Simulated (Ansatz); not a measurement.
Ansatz (a first-principles code) input:

Ansatz 0.2 input:
```yaml
crystal:
  periodic: [false, false, false]
  atoms:
    - {symbol: N, position_ang: [-0.00000000, 0.00000000, -0.00000000]}
    - {symbol: H, position_ang: [1.02518092, -0.02305353, -0.01265764]}
    - {symbol: H, position_ang: [-0.49240386, 0.89923605, 0.02450653]}
    - {symbol: H, position_ang: [-0.53277706, -0.87618252, -0.01184889]}
basis:
  gaussian:
    orbitals: aug-cc-pVDZ
total_charge: 1
magnetization: {spin_polarized: true, initial_magnetization: 1}
correlation: {method: ccsd_t, electrons: outside_noble_gas}
output: {forces: true}
```

Problem. What final total energy does it print?

Solution. -56.05878 Eh (CCSD(T)/aug-cc-pVDZ). The basis has 50 functions.
